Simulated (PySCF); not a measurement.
Isomers of [C7H9]+ (charge +1), one GFN2-xTB conformer each. Single-point energies are computed at PBE0/pcSseg-1 (PySCF, gas phase, no added dispersion term), electronic only.

```tsv
SMILES	GFN2-xTB relative energy (kcal/mol)
C=CC#C[C+](C)C	0.0
C=C[CH+]CC#CC	20.4
```

Conformers: `[CH2:1]=[CH:2][CH+:3][CH2:4][C:5]#[C:6][CH3:7]` (charge +1) with C1–C2–C3–C4 0°, C2–C3–C4–C5 0°.

Task: What does PBE0/pcSseg-1 give for the same structures?

Result: 
| SMILES | PBE0/pcSseg-1 E (Eh) | PBE0/pcSseg-1 (kcal/mol) | GFN2-xTB (kcal/mol) | point group |
| --- | --- | --- | --- | --- |
| C=CC#C[C+](C)C | -271.42589 | 0.0 | 0.0 | – |
| C=C[CH+]CC#CC | -271.39329 | 20.5 | 20.4 | – |

Both levels put the same isomer lowest. 

Task: Which frontier levels and rotational constants go with these structures?

Result: 
```tsv
SMILES	HOMO (eV, PBE0/pcSseg-1)	LUMO (eV)	A, B, C (MHz)
C=CC#C[C+](C)C	-12.74	-8.45	7191, 1150, 1004
C=C[CH+]CC#CC	-11.89	-8.99	4992, 1493, 1165
```
